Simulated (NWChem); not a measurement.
A calculation on stibine (H$_{3}$Sb)

```xyz
4

Sb     0.0006     0.0541     0.0000
H     -0.7203    -0.9130     1.2313
H     -0.7203    -0.9130    -1.2313
H      1.4123    -0.9348     0.0000
```
Charge 0, spin multiplicity 1.

Program: NWChem. All single points use one geometry, from B3LYP/def2-SVP with def2 effective core potentials on Sb, a minimum by its harmonic frequencies.

Symmetry labels belong to the abelian group Cs used in the runs, with the axes of the coordinates shown; states degenerate in a higher group split over its labels.

Effective core potentials replace the inner electrons of Sb; spin-orbit coupling is left out.

Task: List the lowest 6 singlet excitations that CIS/def2-SVPD with def2 effective core potentials on Sb gives, with oscillator strengths.

Result: 
```tsv
state	symmetry	energy (eV)	wavelength (nm)	f
1	a'	6.63	187	0.153
2	a"	6.63	187	0.153
3	a'	6.91	179	0.224
4	a"	8.74	142	0.000
5	a"	8.97	138	0.025
6	a'	8.97	138	0.025
```
